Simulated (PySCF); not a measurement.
## Relaxation of quintet La2Te

All numbers come from PySCF, UPBE0, basis Te def2-TZVP with ECP28, La def2-TZVP with ECP46 (scalar-relativistic core potentials, no spin–orbit coupling, density fitting). A (50,194) grid was used.

A hand-made bent start, of C2v symmetry, held to at least that symmetry:

Coordinates in bohr (charge 0 multiplicity 5):
```
Te    0.0000    0.0000   -2.3338
La    4.8916    0.0000    1.0913
La   -4.8916    0.0000    1.0913
```

Question: What does it relax to?

Answer: It ends at C2v with La–La 3.026 Å, Te–La 3.002 Å (×2); La–La–Te 59.7° (×2), La–Te–La 60.5°. A frequency run shows a minimum.

Question: How much energy is released, and in how many steps?

Answer: 131.4 kJ/mol in 14 steps.

Other spin states or occupations of the open shell can lie lower. With an element this heavy the missing spin–orbit coupling can shift these numbers.

The relaxation took roughly 15 core-minutes on a shared host.
